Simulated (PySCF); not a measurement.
Radial density of Co²⁺ (cobalt, charge +2)

M06-2X, [Ar] 3d7, high-spin 4F determinant. All numbers are calculated (PySCF 2.14, no relativity, point nucleus, in aug-cc-pwCVQZ).

```csv
r (bohr),4πr²ρ (e/bohr),4πr²(ρα − ρβ)
0.000956,0.1458,0.0000
0.00161,0.3983,-0.0001
0.00271,1.062,-0.0001
0.00455,2.720,-0.0004
0.00766,6.509,-0.0009
0.0129,13.91,-0.0018
0.0217,24.61,-0.0031
0.0364,32.22,-0.0037
0.0613,28.60,-0.0022
0.103,26.68,0.0117
0.173,36.37,0.1798
0.292,23.05,1.0438
0.490,15.64,2.6851
0.825,16.34,2.7591
1.39,4.576,1.1143
2.33,0.4506,0.1238
3.93,0.01032,0.0008
```

(1) Where is the radial spin density 4πr²(ρα − ρβ) most negative, and why is it negative at all?

Results:

(1) Around r = 0.0364 bohr, down to -0.0037 e/bohr: exchange with the open shell polarises the paired shells in an unrestricted calculation.
